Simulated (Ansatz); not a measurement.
CH$_{8}$AlFSi$_{2}$ (`F[SiH]([SiH3])[CH2][AlH2]`) at its PBE0-D4/def2-TZVP geometry, where that method's forces vanish. The species carries charge 0 and has multiplicity 1.

```xyz
13

F     2.6757    0.2317    1.0273
Si    1.4026    0.3157    0.0517
Si    0.3110   -1.7582   -0.0989
C     0.0179    1.3776    0.6081
Al   -1.5681    0.7125   -0.3942
H     1.9032    0.7174   -1.2875
H    -1.1049   -1.3082   -0.4709
H     0.1231   -2.4630    1.1953
H     0.6851   -2.7220   -1.1634
H    -0.1896    1.2305    1.6733
H     0.1999    2.4412    0.4277
H    -2.8971    0.3888    0.4093
H    -1.5587    0.8360   -1.9778
```

Task: What forces (eV/Å) does ωB97M-V/def2-TZVPP give on these atoms in Ansatz 0.2.0? (Best estimate.)

Result: The calculation gave: 
```
F1   0.085 -0.017  0.075
Si2 -0.095  0.039 -0.213
Si3 -0.058 -0.125 -0.008
C4   0.002  0.004  0.009
Al5 -0.178  0.055 -0.051
H6  -0.056 -0.047  0.143
H7   0.164 -0.068  0.043
H8   0.025  0.081 -0.146
H9  -0.042  0.112  0.129
H10  0.020  0.006 -0.066
H11 -0.012 -0.078  0.018
H12  0.135  0.046 -0.084
H13  0.011 -0.010  0.152
```
